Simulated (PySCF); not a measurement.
Polarisability and C₆ of Te (tellurium, neutral)

[Kr] 4d10 5s2 5p4, high-spin 3P determinant. All numbers are calculated (PySCF 2.14, a scalar-relativistic core potential, in def2-TZVPPD with the def2 core potential (28 electrons) (7s6p4d2f, 59 functions)). Coupled (time-dependent) response in atomic units; α is the mean over directions.

```
 method  mean α (bohr³)         α xx, yy, zz  C₆ (like pair)  S(−4)
    UHF           38.05  35.60, 42.96, 35.60           416.9  331.3
    PBE           41.42  38.31, 47.63, 38.31           458.0  435.3
   PBE0           39.61  36.82, 45.17, 36.82           434.9  380.0
r2SCAN0           38.77  36.04, 44.24, 36.04           434.5  337.8
  B3LYP           40.38  37.43, 46.28, 37.43           443.0  408.0
```

S(−4) is the Cauchy moment in α(ω) = α(0) + S(−4) ω² + …

Reference α: 38 ± 4 bohr³ (recommended; Schwerdtfeger and Nagle, table of static dipole polarizabilities (2023 update)). Published C₆: 445.0 (Chu and Dalgarno (2004); Tang, Norbeck and Certain (1976)).

Spin-orbit coupling is absent.

α(iu) at B3LYP:

| u (hartree) | α(iu) (bohr³) |
| --- | --- |
| 0 | 40.38 |
| 0.0500 | 39.39 |
| 0.100 | 36.78 |
| 0.200 | 29.60 |
| 0.300 | 22.96 |
| 0.500 | 14.20 |
| 0.750 | 8.703 |
| 1.00 | 5.925 |
| 1.50 | 3.378 |
| 2.00 | 2.265 |
| 3.00 | 1.285 |
| 5.00 | 0.6063 |

A single London oscillator, α(iu) = α/(1 + u²/ω²), gives C₆ = (3/4) ω α². Matching the computed C₆ needs ω = 4 × 443.0 / (3 × 40.38²) = 0.362 hartree.

The components differ because the open shell of this determinant is not spherical; for a pure term their mean is the scalar polarisability.

Energies and moments cover only the electrons outside the core potential.
